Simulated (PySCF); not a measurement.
## Curvature of the energy in the electron number along group 13, charge +1

Calculated with PySCF 2.14, in def2-TZVP, non-relativistic, def2-TZVP with the def2 core potential (28 electrons), ECP, def2-TZVP with the def2 core potential (60 electrons), ECP: one orbital is emptied in steps, and each cell gives the departure of E from the straight line at half an electron, in eV (from a cubic fit). The exact functional gives zero.

```tsv
species	orbital	LDA	PBE	r2SCAN	PBE0	BHandHLYP	LC-wPBE	UHF
Al+	3s beta	-0.99	-1.00	-0.81	-0.73	-0.55	-0.09	0.05
Ga+	4s beta	-1.11	-1.11	-0.94	-0.80	-0.56	-0.10	0.06
In+	5s beta	-1.04	-1.03	-0.90	-0.74	-0.51	-0.07	0.06
Tl+	6s beta	-1.08	-1.07	-0.97	-0.77	-0.51	-0.09	0.08
```

Q: How does the mean departure depend on the functional?

A: LDA -1.06 eV; PBE -1.05 eV; r2SCAN -0.90 eV; PBE0 -0.76 eV; BHandHLYP -0.53 eV; LC-wPBE -0.09 eV; UHF 0.06 eV. Semilocal functionals are convex (delocalisation error), Hartree-Fock is concave or straight, and exact exchange removes curvature roughly in proportion to its share, so among the functionals the range-separated hybrids usually come closest to zero.

No spin-orbit coupling is included.
